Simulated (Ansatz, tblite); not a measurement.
Cost and result up the ladder for (OH)3Hf-NH-SiH3 (HfSiNO3H7) (13 atoms). Total charge 0; singlet. Geometry: PBE0-D4/def2-SVP.

Cartesian coordinates in Å:
```
Hf -0.3846 -0.8598 0.6353
O -1.5492 0.2793 1.6692
O 0.5943 -2.1142 1.7290
O -1.4055 -1.7600 -0.7328
N 1.0603 0.3153 -0.2582
Si 0.8101 1.7210 -1.2411
H -2.1962 0.8419 2.0862
H 0.8330 -2.8070 2.3404
H -1.8970 -2.1473 -1.4519
H 2.0393 0.0581 -0.1322
H 1.3916 2.9751 -0.6571
H -0.6710 1.9100 -1.3622
H 1.3750 1.5877 -2.6246
```

Ansatz on 4 threads of Intel Xeon Platinum 8259CL on a shared host; xTB runs through tblite on one thread. Times are rough, summed over both states, and most runs start from the orbitals of an earlier one. PBE0-D4/def2-TZVP serves as the yardstick here, not as an exact answer. Differences are given only for rows in sets of like size (and for xTB, whose basis is part of the method), since another set adds its own error. The other state is a triplet at its own geometry, which has other bonds, so the gap mixes isomer and spin.

In the def2 sets Hf takes a core potential; there is no spin–orbit coupling. The xTB rows come from tblite. Correlated methods freeze 9 core orbitals; core or outer-core shells of Hf are correlated, in sets that lack core-valence functions. The rows differ in basis, and correlated rows in double-zeta sets carry the largest basis error.

Second-order perturbation terms are unreliable where d shells bring near-degenerate states, and here MP2/def2-TZVP lies more than 0.4 eV from the median of the functionals without such a term.

Correlated methods converge slowly with the basis, most of all in double-zeta sets (MP2 moves by 0.18 eV from def2-SVP to def2-TZVP here).

xTB has no spin-polarisation term.

```tsv
level	functions	wall time
GFN2-xTB	41	0.033 s
GFN1-xTB	48	0.045 s
revPBE-D4/def2-TZVP	243	8.2 s
PBE-D4/def2-TZVP (with forces)	243	8.3 s
MP2/def2-TZVP	243	12 s
PBE0-D4/def2-TZVP	243	14 s
r2SCAN-D4/def2-TZVP	243	14 s
B97M-V/def2-TZVP	243	25 s
CCSD(T)/def2-SVP	141	2.7 min
```

Problem. Estimate what each level gives for the triplet − singlet (eV).

Solution. 
```tsv
level	triplet − singlet (eV)	difference from PBE0-D4/def2-TZVP (eV)
GFN2-xTB	4.02	-0.02
GFN1-xTB	3.82	-0.22
revPBE-D4/def2-TZVP	3.83	-0.21
PBE-D4/def2-TZVP (with forces)	3.90	-0.14
MP2/def2-TZVP	4.64	0.60
PBE0-D4/def2-TZVP	4.04	0.00
r2SCAN-D4/def2-TZVP	3.87	-0.17
B97M-V/def2-TZVP	4.01	-0.02
CCSD(T)/def2-SVP	4.12	–
```
